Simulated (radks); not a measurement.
Species: Bi. Configuration: [Xe] 4f14 5d10 6s1 6p3 7p1 (not the ground configuration).

Method: scalar-relativistic Kohn-Sham, exchange-only B88, spin-polarised, spherical densities, point nucleus; open shells are filled with parallel spins first (spin-orbit coupling, left out, can overturn this in heavy ions); computed with a radial shooting solver on a logarithmic mesh with Libxc functionals.

Energy parts (eV):
part                   energy
total              -585776.74
kinetic             664860.82
electron-nucleus  -1464271.40
Hartree             224273.24
exchange            -10639.40

Orbitals (lengths in bohr, moments of r in powers of bohr):
orbital  occ.  eigenvalue (eV)       <r^4>
1s up       1        -90702.31   3.322e-07
1s down     1        -90702.24   3.322e-07
2s up       1        -16300.63  0.00004771
2s down     1        -16300.61  0.00004771
2p up       3        -13941.36  0.00003997
2p down     3        -13941.32  0.00003997
3s up       1        -3938.278    0.001708
3s down     1        -3938.235    0.001708
3p up       3        -3264.493    0.001919
3p down     3        -3264.447    0.001919
3d up       5        -2588.697    0.001473
3d down     5        -2588.658    0.001473
4s up       1        -907.4862     0.03700
4s down     1        -907.4148     0.03699
4p up       3        -686.7979     0.04989
4p down     3        -686.7185     0.04988
4d up       5        -434.8712     0.06654
4d down     5        -434.7803     0.06651
4f up       7        -157.4584      0.1042
4f down     7        -157.3566      0.1040
5s up       1        -162.8147      0.8567
5s down     1        -162.6237      0.8529
5p up       3        -100.8488       1.527
5p down     3        -100.6020       1.499
5d up       5         -32.2431       5.363
5d down     5         -31.3855       4.758
6s up       1         -19.9721       38.43
6s down     0         -16.4659       36.45
6p up       3          -9.2504       117.2
7p up       1          -1.1137       11760

The highest occupied level is 7p up at -1.114 eV. The configuration is held as typed, so some empty levels lie below it. The density falls to 0.001 e/bohr^3 at r = 4.53 bohr.
